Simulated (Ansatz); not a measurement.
Consider the hydrogen abstraction from the Si–H bond: `C=C[SiH2]Cl` + F• → `C=C[SiH]Cl`• + H–F.

Isolated molecules relaxed with PBE0-D4/def2-TZVP in Ansatz; ΔE leaves out vibrations. CCSD(T)/CBS is the MP2 limit (def2-TZVPP, def2-QZVPP) plus CCSD(T) − MP2 in def2-TZVPP, frozen cores. This one scheme is used for every species, atoms too. Functionals use def2-TZVPP. Open shells (•) are unrestricted, without spin–orbit coupling. Spin–orbit coupling would lower the free atoms: a little for F. One conformer a species, not always the lowest.

`C=C[SiH2]Cl`:

```xyz
9

C     1.094    1.122   -0.024
C     0.006    0.537   -0.519
Si   -0.648   -1.046    0.175
Cl   -2.554   -0.770    0.909
H     1.634    0.701    0.820
H     1.494    2.044   -0.435
H    -0.502    1.002   -1.362
H    -0.746   -2.104   -0.858
H     0.222   -1.485    1.293
```

`C=C[SiH]Cl`•:

Cartesian coordinates in Å:
```
C 1.369 0.148 -0.048
C 0.192 -0.215 -0.560
Si -1.289 -0.493 0.498
Cl -3.003 0.180 -0.424
H 1.492 0.368 1.009
H 2.259 0.248 -0.663
H 0.121 -0.429 -1.624
H -1.142 0.193 1.811
```

H–F:

```xyz
2

F    -0.306    0.325    0.113
H     0.306   -0.325   -0.113
```

```json
{"level": "B97M-V", "ΔE (kJ/mol)": "-180.7", "difference from CCSD(T)/CBS": "8.6"}
{"level": "PBE0-D4", "ΔE (kJ/mol)": "-191.0", "difference from CCSD(T)/CBS": "-1.7"}
{"level": "ωB97X-V", "ΔE (kJ/mol)": "-174.1", "difference from CCSD(T)/CBS": "15.2"}
{"level": "B2PLYP", "ΔE (kJ/mol)": "-185.1", "difference from CCSD(T)/CBS": "4.2"}
{"level": "PBE", "ΔE (kJ/mol)": "-219.9", "difference from CCSD(T)/CBS": "-30.6"}
{"level": "BLYP", "ΔE (kJ/mol)": "-207.1", "difference from CCSD(T)/CBS": "-17.8"}
{"level": "r2SCAN", "ΔE (kJ/mol)": "-198.0", "difference from CCSD(T)/CBS": "-8.7"}
{"level": "CAM-B3LYP", "ΔE (kJ/mol)": "-186.1", "difference from CCSD(T)/CBS": "3.2"}
{"level": "LC-ωPBE", "ΔE (kJ/mol)": "-192.3", "difference from CCSD(T)/CBS": "-3.0"}
{"level": "RPA@PBE/def2-TZVPP", "ΔE (kJ/mol)": "-145.4", "difference from CCSD(T)/CBS": "43.9"}
{"level": "MP2/def2-SVP", "ΔE (kJ/mol)": "-159.1", "difference from CCSD(T)/CBS": "30.2"}
{"level": "CCSD/def2-SVP", "ΔE (kJ/mol)": "-149.4", "difference from CCSD(T)/CBS": "39.9"}
{"level": "HF/def2-TZVPP", "ΔE (kJ/mol)": "-85.6", "difference from CCSD(T)/CBS": "103.7"}
{"level": "MP2/def2-TZVPP", "ΔE (kJ/mol)": "-188.7", "difference from CCSD(T)/CBS": "0.6"}
{"level": "HF/def2-QZVPP", "ΔE (kJ/mol)": "-87.0", "difference from CCSD(T)/CBS": "102.3"}
{"level": "CCSD/CBS(def2)", "ΔE (kJ/mol)": "-181.9", "difference from CCSD(T)/CBS": "7.4"}
{"level": "CCSD(T)/CBS", "ΔE (kJ/mol)": "-189.3", "difference from CCSD(T)/CBS": "0"}
```

(1) What do rigid-rotor, harmonic-oscillator terms from PBE0-D4/def2-TZVP frequencies (298.15 K, 1 bar) make of the CCSD(T)/CBS value? (An estimate is asked.)

Largest T1 diagnostic among the species: 0.026.

## Answers

(1) Ansatz gave: ΔZPE = -0.1 kJ/mol, ΔH = -187.1 kJ/mol, ΔS = 17 J/(mol·K), ΔG = -192.2 kJ/mol. Open shells count their whole term as degenerate.

In def2-TZVPP, CCSD(T) changes the Hartree–Fock value by −91.9 kJ/mol (the triples alone add −7.4 kJ/mol) and MP2 by −103.1 kJ/mol. From PBE to PBE0 (25 % exact exchange), in def2-TZVPP and without D4, ΔE moves by +28.4 kJ/mol.

CCSD(T)/CBS has its own doubt, a few kJ/mol and more with outer-core shells, so smaller differences from it don't rank the levels.
